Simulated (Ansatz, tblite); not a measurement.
Isomers of Ga2PF3 (singlet), found by a short tight-binding search and relaxed with PBE-D4/def2-SVP in Ansatz.

The xTB rows come from tblite. Correlated methods freeze 26 core orbitals; core or outer-core shells of Ga are correlated, in sets that lack core-valence functions.

Other spin states weren't relaxed.

A:

```xyz
6

Ga    2.0664    0.7060    1.9475
Ga    0.0018   -0.1965   -0.2160
P    -1.3418   -0.9705   -1.8118
F     1.7966   -0.6090    0.3646
F    -2.6680    0.0052   -1.5154
F     0.1450    1.0648    1.2311
```

B:

```csv
atom,x (Å),y (Å),z (Å)
Ga1,-0.4394,-0.4690,1.2253
Ga2,0.2001,0.1334,-1.3629
P3,-1.0938,-1.5329,-0.6273
F4,-0.3521,-0.1821,2.9520
F5,1.0133,1.1054,-2.5733
F6,0.6718,0.9451,0.3862
```

Problem. Estimate which lies lowest at each level, and how far above it the others are (eV).

Solution. 
```
              level     A     B
           GFN1-xTB  0.07  0.00
           GFN2-xTB  0.00  0.13
        HF/def2-SVP  1.55  0.00
   PBE-D4/def2-TZVP  1.30  0.00
r2SCAN-D4/def2-TZVP  1.58  0.00
  PBE0-D4/def2-TZVP  1.52  0.00
 BHLYP-D4/def2-TZVP  1.31  0.00
  ωB97X-V/def2-TZVP  1.51  0.00
       MP2/def2-SVP  2.06  0.00
      CCSD/def2-SVP  1.64  0.00
   CCSD(T)/def2-SVP  1.67  0.00
```
Point groups (tolerance 0.1 Å): A Cs, B C2v. Lower isomers may exist.
